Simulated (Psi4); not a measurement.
C3H8Cl2GaN (SMILES CC(C)[NH][Ga]([Cl])[Cl]), singlet, at a GFN2-xTB geometry (such geometries of metal compounds can be far from the true shape), atoms displaced at random by about 0.03 Å a coordinate; PBE0/STO-3G, gradient in Psi4.

Here is a job for Psi4.
```
memory 2 GB

molecule {
0 1
  Ga    0.29890595    0.20766301    0.47337012
  Cl   -0.59308029   -1.20478503    1.76782527
  Cl    1.30531768    1.74407073    1.38015364
  N     0.48223877    0.17250465   -1.30728473
  C    -0.37627132   -0.51071361   -2.26434338
  C    -0.72845575   -1.91978617   -1.85675727
  C    -1.57225037    0.26259971   -2.67983096
  H     0.72325019    1.05588177   -1.65563150
  H     0.25400812   -0.68258892   -3.24400970
  H    -1.19831555   -2.46019386   -2.54055222
  H     0.17066903   -2.41620473   -1.48626116
  H    -1.46715704   -1.79935220   -0.96648955
  H    -2.17486270   -0.29279855   -3.43905232
  H    -2.18653273    0.42896308   -1.79889275
  H    -1.38043693    1.18942769   -3.12855403
symmetry c1
no_reorient
no_com
}

set basis sto-3g

gradient('pbe0')
print_variables()
```

What the program printed (banner, timings and long lists left out):

```
gradient() will perform analytic gradient computation.

   => Loading Basis Set <=

    Name: STO-3G
    Role: ORBITAL
    Keyword: BASIS

         ---------------------------------------------------------
                                   SCF
               by Justin Turney, Rob Parrish, Andy Simmonett
                          and Daniel G. A. Smith
                              RKS Reference
         ---------------------------------------------------------

  ==> Geometry <==

    Molecular point group: c1
    Full point group: C1

    Geometry (in Angstrom), charge = 0, multiplicity = 1:

       Center              X                  Y                   Z               Mass
    ------------   -----------------  -----------------  -----------------  -----------------
         GA           0.298905950000     0.207663010000     0.473370120000    68.925573500000
         CL          -0.593080290000    -1.204785030000     1.767825270000    34.968852682000
         CL           1.305317680000     1.744070730000     1.380153640000    34.968852682000
         N            0.482238770000     0.172504650000    -1.307284730000    14.003074004430
         C           -0.376271320000    -0.510713610000    -2.264343380000    12.000000000000
         C           -0.728455750000    -1.919786170000    -1.856757270000    12.000000000000
         C           -1.572250370000     0.262599710000    -2.679830960000    12.000000000000
         H            0.723250190000     1.055881770000    -1.655631500000     1.007825032230
         H            0.254008120000    -0.682588920000    -3.244009700000     1.007825032230
         H           -1.198315550000    -2.460193860000    -2.540552220000     1.007825032230
         H            0.170669030000    -2.416204730000    -1.486261160000     1.007825032230
         H           -1.467157040000    -1.799352200000    -0.966489550000     1.007825032230
         H           -2.174862700000    -0.292798550000    -3.439052320000     1.007825032230
         H           -2.186532730000     0.428963080000    -1.798892750000     1.007825032230
         H           -1.380436930000     1.189427690000    -3.128554030000     1.007825032230

  Running in c1 symmetry.

  Rotational constants: A =      0.06026  B =      0.02959  C =      0.02163 [cm^-1]
  Rotational constants: A =   1806.55883  B =    887.20098  C =    648.33822 [MHz]
  Nuclear repulsion =  771.548081677507412

  Charge       = 0
  Multiplicity = 1
  Electrons    = 98
  Nalpha       = 49
  Nbeta        = 49

  ==> Algorithm <==

  SCF Algorithm Type is DF.
  DIIS enabled.
  MOM disabled.
  Fractional occupation disabled.
  Guess Type is SAD.
  Energy threshold   = 1.00e-08
  Density threshold  = 1.00e-08
  Integral threshold = 1.00e-12

  ==> Primary Basis <==

  Basis Set: STO-3G
    Blend: STO-3G
    Number of shells: 38
    Number of basis functions: 64
    Number of Cartesian functions: 65
    Spherical Harmonics?: true
    Max angular momentum: 2

  ==> DFT Potential <==

   => LibXC <=

    Version 7.1.2
    S. Lehtola, C. Steigemann, M. J. T. Oliveira, and M. A. L. Marques,  SoftwareX 7, 1–5 (2018) (10.1016/j.softx.2017.11.002)

   => Composite Functional: PBE0 <=

    PBE0 Hyb-GGA Exchange-Correlation Functional

    C. Adamo and V. Barone,  J. Chem. Phys. 110, 6158 (1999) (10.1063/1.478522)
    M. Ernzerhof and G. E. Scuseria,  J. Chem. Phys. 110, 5029 (1999) (10.1063/1.478401)

    Deriv               =              1
    GGA                 =           TRUE
    Meta                =          FALSE

    Exchange Hybrid     =           TRUE
    MP2 Hybrid          =          FALSE

   => Exchange Functionals <=

    0.7500   Perdew, Burke & Ernzerhof

   => Exact (HF) Exchange <=

    0.2500               HF

   => Correlation Functionals <=

    1.0000   Perdew, Burke & Ernzerhof

   => LibXC Density Thresholds  <==

    XC_HYB_GGA_XC_PBEH:  1.00E-15

   => Molecular Quadrature <=

    Radial Scheme          =       TREUTLER
[...]
  @DF-RKS Final Energy: -2983.84542169227007
    Total Energy =                      -2983.8454216922700653
[...]
         H           -2.186532730000     0.428963080000    -1.798892750000     1.007825032230
         H           -1.380436930000     1.189427690000    -3.128554030000     1.007825032230

  Nuclear repulsion =  771.548081677507412

  ==> Basis Set <==

  Basis Set: STO-3G
    Blend: STO-3G
    Number of shells: 38
    Number of basis functions: 64
    Number of Cartesian functions: 65
    Spherical Harmonics?: true
    Max angular momentum: 2

  ==> DFJKGrad: Density-Fitted SCF Gradients <==

    Gradient:                    1
    J tasked:                  Yes
    K tasked:                  Yes
    wK tasked:                  No
    Integrals threads:           1
    Schwarz Cutoff:          1E-12
    Fitting Condition:       1E-10

   => Auxiliary Basis Set <=

  Basis Set: (STO-3G AUX)
    Blend: DEF2-UNIVERSAL-JKFIT
    Number of shells: 284
    Number of basis functions: 968
    Number of Cartesian functions: 1201
    Spherical Harmonics?: true
    Max angular momentum: 5

  ==> DFT Potential <==

   => LibXC <=

    Version 7.1.2
    S. Lehtola, C. Steigemann, M. J. T. Oliveira, and M. A. L. Marques,  SoftwareX 7, 1–5 (2018) (10.1016/j.softx.2017.11.002)

   => Composite Functional: PBE0 <=

    PBE0 Hyb-GGA Exchange-Correlation Functional

    C. Adamo and V. Barone,  J. Chem. Phys. 110, 6158 (1999) (10.1063/1.478522)
    M. Ernzerhof and G. E. Scuseria,  J. Chem. Phys. 110, 5029 (1999) (10.1063/1.478401)

    Deriv               =              1
    GGA                 =           TRUE
    Meta                =          FALSE

    Exchange Hybrid     =           TRUE
    MP2 Hybrid          =          FALSE

   => Exchange Functionals <=

    0.7500   Perdew, Burke & Ernzerhof

   => Exact (HF) Exchange <=

    0.2500               HF

   => Correlation Functionals <=

    1.0000   Perdew, Burke & Ernzerhof

   => LibXC Density Thresholds  <==

    XC_HYB_GGA_XC_PBEH:  1.00E-15

   => Molecular Quadrature <=

    Radial Scheme          =       TREUTLER
    Pruning Scheme         =           NONE
    Nuclear Scheme         =       TREUTLER

    Blocking Scheme        =         OCTREE
    BS radius alpha        =              1
    Pruning alpha          =              1
    Radial Points          =             75
    Spherical Points       =            302
    Total Points           =         312158
    Total Blocks           =           2342
    Max Points             =            256
    Max Functions          =             56
    Weights Tolerance      =       1.00E-15

  -Total Gradient:
     Atom            X                  Y                   Z
    ------   -----------------  -----------------  -----------------
       1        0.002320127363     0.024256201040     0.091560483954
       2       -0.010418547722    -0.014483494669     0.009370452403
       3       -0.002507580846    -0.001433501102    -0.003036724519
       4        0.026418617742     0.039737694229    -0.151421129266
       5       -0.061082607616     0.035549827479     0.085736523514
       6       -0.009791293710    -0.057623712692    -0.146944652325
       7        0.058248188555     0.020419763527     0.005566142653
       8       -0.024223539410    -0.062591780597     0.032358745757
       9        0.016175202736    -0.013919998582    -0.034531105425
      10        0.048371312110     0.057642505050     0.085925106569
      11       -0.000292927373     0.006332139398     0.000604875766
      12       -0.028675964908     0.013864879833     0.029315584976
      13       -0.008324559280    -0.002175252268    -0.014441877347
      14        0.011004522284    -0.003145600228    -0.004676151639
      15       -0.017301464974    -0.042102674986     0.014603417711

  Variable Map:
  ----------------------------------------------------------------------------
[...]
  Array Variable Map:
  ----------------------------------------------------------------------------
[...]
[...]
```
